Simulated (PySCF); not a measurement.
Working out the ionisation energy of Se⁺

Se⁺ [Ar] 3d10 4s2 4p3 (4S) → Se²⁺ [Ar] 3d10 4s2 4p2 (3P). Computed with PySCF 2.14 in x2c-TZVPPall with one added diffuse shell each of s, p, d type (7s6p5d1f, 57 functions), with the spin-free X2C one-electron Hamiltonian (Gaussian nucleus). Frozen: [Ne]. Energies in hartree (1 hartree = 27.21139 eV):

```tsv
part	Se⁺ (lower)	Se²⁺ (upper)
UHF	-2427.753139	-2426.987287
MP2 opposite-spin	-0.180123	-0.171206
MP2 same-spin	-0.091426	-0.078963
```

**Question.** What does Hartree-Fock give?

**Answer.** (-2426.987287) − (-2427.753139) = 0.765852 hartree = 20.840 eV.

**Question.** What do MP2 and SCS-MP2 (6/5 opposite-spin, 1/3 same-spin) give?

**Answer.** The opposite-spin parts differ by 0.243 eV and the same-spin parts by 0.339 eV. MP2: 20.840 + (0.243) + (0.339) = 21.422 eV. SCS-MP2: 20.840 + 1.2 × (0.243) + (0.339)/3 = 21.245 eV.

A first-order spin-orbit estimate adds -0.296 eV to MP2 (valence and next inner shell), giving 21.126 eV against 21.196 ± 0.01 eV (measured; NIST Atomic Spectra Database, ionization energies).

What remains against the reference includes basis incompleteness, the frozen core and correlation beyond second order.
